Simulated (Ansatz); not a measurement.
The lowest singlet and triplet of PH (SMILES [PH]); geometries from B3LYP-D3(BJ)/def2-TZVP, each state relaxed from the structure named, with no frequency check, low spin by broken symmetry.
Singlet at the triplet's geometry (charge 0, multiplicity 1):
```xyz
2

P      0.000     0.000    -0.089
H      0.000     0.000     1.339
```

A positive gap puts the triplet lower; no zero-point energy. R- takes a restricted singlet, here one determinant of a half-filled degenerate or near-degenerate pair, which mixes singlet states. U- takes an unrestricted singlet (broken symmetry where lower, unprojected). The triplet is unrestricted in single-reference levels. Active spaces average the two states.

Frozen-core correlation.

Programs: Ansatz (Gaussian orbitals). Each number belongs to the level named beside it.

```
level                                       gap E(singlet) − E(triplet), vertical, at the triplet's geometry (kcal/mol)
------------------------------------------  ---------------------------------------------------------------------------
R-HF/cc-pV(D+d)Z                                                                                                  47.63
U-SVWN5/def2-TZVPP (spin-contaminated)                                                                             9.33
U-r2SCAN/def2-TZVPP (spin-contaminated)                                                                            6.89
R-wB97X-V/def2-TZVPP                                                                                              29.79
R-CCSD(T)/cc-pV(D+d)Z                                                                                             31.13
R-CCSD(T)/cc-pV(Q+d)Z                                                                                        (withheld)
R-CCSDT(Q)/cc-pV(Q+d)Z                                                                                            22.17
SA-CASSCF(6,5)/cc-pV(T+d)Z                                                                                        29.65
FIC-MRCISD+Q on SA-CASSCF(6,5)/cc-pV(Q+d)Z                                                                        21.79
```

### Question
Complete the blanks.

### Answer

- R-CCSD(T)/cc-pV(Q+d)Z, gap E(singlet) − E(triplet), vertical, at the triplet's geometry (kcal/mol): 27.10

Doubts at one or more of the structures used: a restricted determinant that unrestricted orbitals would lower (R-HF/cc-pV(D+d)Z, R-wB97X-V/def2-TZVPP, R-CCSD(T)/cc-pV(D+d)Z, R-CCSD(T)/cc-pV(Q+d)Z, R-CCSDT(Q)/cc-pV(Q+d)Z); other coupled-cluster roots lie near (R-CCSDT(Q)/cc-pV(Q+d)Z).

Ansatz is a first-principles code.
